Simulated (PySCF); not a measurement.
**Polarisability and C₆ of S (sulfur, neutral)**

[Ne] 3s2 3p4, high-spin 3P determinant. All numbers are calculated (PySCF 2.14, the non-relativistic Hamiltonian (point nucleus), in dyall-av3z). Coupled (time-dependent) response in atomic units; α is the mean over directions.

```csv
method,mean α (bohr³),"α xx, yy, zz",C₆ (like pair),S(−4)
UHF,18.84,"17.74, 21.03, 17.74",128.8,96.08
PBE,20.50,"19.04, 23.44, 19.04",142.4,127.0
PBE0,19.70,"18.41, 22.29, 18.41",135.7,111.5
BHandHLYP,19.34,"18.13, 21.75, 18.13",132.4,105.7
TPSSh,19.76,"18.43, 22.43, 18.43",137.3,111.3
```

S(−4) is the Cauchy moment in α(ω) = α(0) + S(−4) ω² + …

Reference α: 19.4 ± 0.1 bohr³ (recommended; Schwerdtfeger and Nagle, table of static dipole polarizabilities (2023 update)). Published C₆: 134.0 (Chu and Dalgarno (2004); Tang, Norbeck and Certain (1976)).

α(iu) at TPSSh:

```csv
u (hartree),α(iu) (bohr³)
0,19.76
0.0500,19.49
0.100,18.73
0.200,16.35
0.300,13.67
0.500,9.253
0.750,5.848
1.00,3.928
1.50,2.074
2.00,1.269
3.00,0.6190
5.00,0.2482
```

The components differ because the open shell of this determinant is not spherical; for a pure term their mean is the scalar polarisability.
